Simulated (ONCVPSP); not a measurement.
PBE ONCV dataset for Cd, scalar-relativistic all-electron reference.

The input file (ONCVPSP 4.0.1):

```
# ATOM AND REFERENCE CONFIGURATION
# atsym  z   nc   nv     iexc    psfile
  Cd 48.00    6    4        4      upf
#
#   n    l    f
    1    0    2.00
    2    0    2.00
    2    1    6.00
    3    0    2.00
    3    1    6.00
    3    2   10.00
    4    0    2.00
    4    1    6.00
    4    2   10.00
    5    0    0.50
#
# PSEUDOPOTENTIAL AND OPTIMIZATION
# lmax
    2
#
#   l,   rc,      ep,       ncon, nbas, qcut
    0    1.25    0.00    4    7    7.50
    1    1.00    0.00    4    7    8.20
    2    1.60    0.00    4    8    7.90
#
# LOCAL POTENTIAL
# lloc, lpopt,  rc(5),   dvloc0
    4    5    0.90    3.00
#
# VANDERBILT-KLEINMAN-BYLANDER PROJECTORs
# l, nproj, debl
    0    2    2.40
    1    1    2.50
    2    1    1.50
#
# MODEL CORE CHARGE
# icmod, fcfact, rcfact
    3    2.00    1.55
#
# LOG DERIVATIVE ANALYSIS
# epsh1, epsh2, depsh
   -6.00    5.00    0.04
#
# OUTPUT GRID
# rlmax, drl
    6.00    0.01
#
# TEST CONFIGURATIONS
# ncnf
    4
# nvcnf
#   n    l    f
    4
    4    0    2.00
    4    1    6.00
    4    2   10.00
    5    0    2.00
#
    4
    4    0    2.00
    4    1    6.00
    4    2   10.00
    5    0    1.00
#
    4
    4    0    2.00
    4    1    6.00
    4    2   10.00
    5    0    0.00
#
    5
    4    0    2.00
    4    1    6.00
    4    2    9.00
    5    0    2.00
    5    1    1.00
#
```

Command:

```bash
oncvpsp.x < Cd.dat > Cd.out
```

Output (shortened: citation, most of the input echo, consistency checks and plot data are left out):

```
ONCVPSP  (Optimized Norm-Conservinng Vanderbilt PSeudopotential)
scalar-relativistic version 4.0.1

#   n    l    f        energy (Ha)
    1    0    2.00    -9.7531015E+02
    2    0    2.00    -1.4522090E+02
    2    1    6.00    -1.3035444E+02
    3    0    2.00    -2.7474457E+01
    3    1    6.00    -2.2597838E+01
    3    2   10.00    -1.4967014E+01
    4    0    2.00    -4.3972159E+00
    4    1    6.00    -2.9666158E+00
    4    2   10.00    -9.3165771E-01
    5    0    0.50    -6.2838130E-01

Reference configufation results
  iterations    22
  all-electron total energy (Ha)   -5.59403632D+03

Begin loop to  construct optimized pseudo wave functions
and semi-local pseudopoentials for all angular momenta

Calculating optimized projector #   1

 for l=   0

    Fraction of norm inside rc  0.891053
    Optimizing pswf for qcut=   7.50 a_B^-1,  ecut=  28.10 Ha
    Residual kinetic energy error=  1.42D-03 Ha

    Energy error per electron        Cutoff
         Ha          eV             Ha
         0.01000     0.27211       22.37
         0.00100     0.02721       31.39
         0.00010     0.00272       76.34
         0.00001     0.00027      108.99

Calculating optimized projector #   2

 for l=   0

    Fraction of norm inside rc  0.048274
    Optimizing pswf for qcut=   7.50 a_B^-1,  ecut=  28.10 Ha
    Residual kinetic energy error=  6.37D-04 Ha

    Energy error per electron        Cutoff
         Ha          eV             Ha
         0.01000     0.27211       18.84
         0.00100     0.02721       26.71
         0.00010     0.00272       49.81
         0.00001     0.00027       91.99

Calculating optimized projector #   1

 for l=   1

    Fraction of norm inside rc  0.589239
    Optimizing pswf for qcut=   8.20 a_B^-1,  ecut=  33.60 Ha
    Residual kinetic energy error=  1.01D-02 Ha

    Energy error per electron        Cutoff
         Ha          eV             Ha
         0.01000     0.27211       33.75
         0.00100     0.02721      121.84
         0.00010     0.00272      149.15
         0.00001     0.00027      202.04

Calculating optimized projector #   1

 for l=   2

    Fraction of norm inside rc  0.776726
    Optimizing pswf for qcut=   7.90 a_B^-1,  ecut=  31.21 Ha
    Residual kinetic energy error=  1.50D-04 Ha

    Energy error per electron        Cutoff
         Ha          eV             Ha
         0.01000     0.27211       22.77
         0.00100     0.02721       27.54
         0.00010     0.00272       35.63
         0.00001     0.00027       88.77

Construct Vanderbilt / Kleinmman-Bylander projectors

B matrix Hermiticity error, ll=   0
   1   2    6.0237E-04

  Orthonormal projector coefficients  1.9497E+01  3.4395E+00

Model core correction analysis
  based on d2Exc/dn_idn_j

d2excae - all-electron derivatives

   -3.442735D-02   -3.089150D-02   -2.076998D-02   -2.508756D-03
   -3.089164D-02   -2.890900D-02   -2.123903D-02   -3.147213D-03
   -2.077018D-02   -2.123912D-02   -2.043066D-02   -9.440381D-03
   -2.508521D-03   -3.146721D-03   -9.440328D-03   -3.628009D-02

d2excps - pseudofunction derivatives with no core correction

   -4.266978D-02   -3.419412D-02   -2.149990D-02   -3.580133D-03
   -3.419529D-02   -3.164296D-02   -2.257553D-02   -3.551975D-03
   -2.150035D-02   -2.257565D-02   -2.150256D-02   -9.486303D-03
   -3.579890D-03   -3.551506D-03   -9.486250D-03   -3.638919D-02

rms 2nd derivative error    2.569784E-03

rmatch, rhocmatch    0.5916   28.2788

Teter function model core charge with specified parameters

d2excps - pseudofunction derivatives with core correction

   -3.218448D-02   -2.909512D-02   -1.965674D-02   -2.497718D-03
   -2.909517D-02   -2.814597D-02   -2.107123D-02   -3.084851D-03
   -1.965681D-02   -2.107128D-02   -2.080252D-02   -9.333100D-03
   -2.497473D-03   -3.084357D-03   -9.333045D-03   -3.627145D-02

rms 2nd derivative error    9.608448E-04

Pseudoatom total energy -166.651020

Diagnostic tests using Vanderbilt-Kleinman-Bylander pseudopotentials
  1 or more projectors used as specified by nproj input data

   l    rcore       rmatch      e in        delta e   norm test  slope test

   0   1.2571267   1.2952958  -4.3972159  -0.0000046   1.0002287   1.0002308
   0   1.2571267   1.2952958  -0.6283813   0.0000137   1.0000825   1.0000717

   1   1.0015111   1.0319192  -2.9666158  -0.0000634   0.9999950   1.0000517

   2   1.6065575   1.6553360  -0.9316577  -0.0000048   0.9999969   1.0000103

 Testing for bound ghosts
   n   l    E NL Schr. Eq   E Basis Diag.   E Cutoff

   1   0       -4.397220       -4.397209    120.02
   2   0       -0.628368       -0.495175    120.02

   2   1       -2.966679       -2.965366    153.56

   3   2       -0.931662       -0.931178    100.20

 Testing for highly-localized positive-energy ghosts
       l    <radius>/rc     E Basis Diag.   E Cutoff

       0        0.723750        8.736189    120.02  WARNING - GHOST(+)

Test configuration 0

   n   l     f        eae           eps        diff
   1   0  2.0000 -975.31015305
   2   0  2.0000 -145.22090344
   2   1  6.0000 -130.35443809
   3   0  2.0000  -27.47445735
   3   1  6.0000  -22.59783821
   3   2 10.0000  -14.96701444
   4   0  2.0000   -4.39721592   -4.39722049   -4.57D-06
   4   1  6.0000   -2.96661575   -2.96667915   -6.34D-05
   4   2 10.0000   -0.93165771   -0.93166246   -4.75D-06
   5   0  0.5000   -0.62838130   -0.62836758    1.37D-05

    Total energies and differences
      AE_ref= -5.59403632D+03  AE_tst= -5.59403632D+03  dif=  0.00D+00
      PS_ref= -1.66651020D+02  PS_tst= -1.66651020D+02  dif= -5.68D-14
      PSP excitation error=  5.68D-14

Test configuration 1

   n   l     f        eae           eps        diff
   1   0  2.0000 -974.80415051
   2   0  2.0000 -144.72073712
   2   1  6.0000 -129.85395751
   3   0  2.0000  -26.97288408
   3   1  6.0000  -22.09627933
   3   2 10.0000  -14.46589821
   4   0  2.0000   -3.89241777   -3.89139840    1.02D-03
   4   1  6.0000   -2.46100938   -2.46069722    3.12D-04
   4   2 10.0000   -0.43118281   -0.43112715    5.57D-05
   5   0  2.0000   -0.20799133   -0.20797302    1.83D-05

    Total energies and differences
      AE_ref= -5.59403632D+03  AE_tst= -5.59465379D+03  dif= -6.17D-01
      PS_ref= -1.66651020D+02  PS_tst= -1.67268567D+02  dif= -6.18D-01
      PSP excitation error=  7.45D-05

Test configuration 2

   n   l     f        eae           eps        diff
   1   0  2.0000 -975.12921192
   2   0  2.0000 -145.04234602
   2   1  6.0000 -130.17575104
   3   0  2.0000  -27.29540877
   3   1  6.0000  -22.41879549
   3   2 10.0000  -14.78814194
   4   0  2.0000   -4.21716031   -4.21672128    4.39D-04
   4   1  6.0000   -2.78634523   -2.78623686    1.08D-04
   4   2 10.0000   -0.75373988   -0.75370890    3.10D-05
   5   0  1.0000   -0.47988107   -0.47985320    2.79D-05

    Total energies and differences
      AE_ref= -5.59403632D+03  AE_tst= -5.59431303D+03  dif= -2.77D-01
      PS_ref= -1.66651020D+02  PS_tst= -1.66927766D+02  dif= -2.77D-01
      PSP excitation error=  3.76D-05

Test configuration 3

   n   l     f        eae           eps        diff
   1   0  2.0000 -975.50170953
   2   0  2.0000 -145.40966469
   2   1  6.0000 -130.54335276
   3   0  2.0000  -27.66369488
   3   1  6.0000  -22.78706887
   3   2 10.0000  -15.15605816
   4   0  2.0000   -4.58725149   -4.58781139   -5.60D-04
   4   1  6.0000   -3.15675576   -3.15704722   -2.91D-04
   4   2 10.0000   -1.11878103   -1.11884562   -6.46D-05

    Total energies and differences
      AE_ref= -5.59403632D+03  AE_tst= -5.59368366D+03  dif=  3.53D-01
      PS_ref= -1.66651020D+02  PS_tst= -1.66298299D+02  dif=  3.53D-01
      PSP excitation error= -6.15D-05

Test configuration 4

   n   l     f        eae           eps        diff
   1   0  2.0000 -975.05808180
   2   0  2.0000 -144.98407620
   2   1  6.0000 -130.11668262
   3   0  2.0000  -27.23196589
   3   1  6.0000  -22.35536831
   3   2 10.0000  -14.72600964
   4   0  2.0000   -4.13349150   -4.12881894    4.67D-03
   4   1  6.0000   -2.69464545   -2.69141800    3.23D-03
   4   2  9.0000   -0.63433486   -0.63159589    2.74D-03
   5   0  2.0000   -0.29397744   -0.29257413    1.40D-03
   5   1  1.0000   -0.09282292   -0.09407287   -1.25D-03

    Total energies and differences
      AE_ref= -5.59403632D+03  AE_tst= -5.59418906D+03  dif= -1.53D-01
      PS_ref= -1.66651020D+02  PS_tst= -1.66806284D+02  dif= -1.55D-01
      PSP excitation error=  2.52D-03
```

The run took about 2.4 s on one core of a shared server CPU.
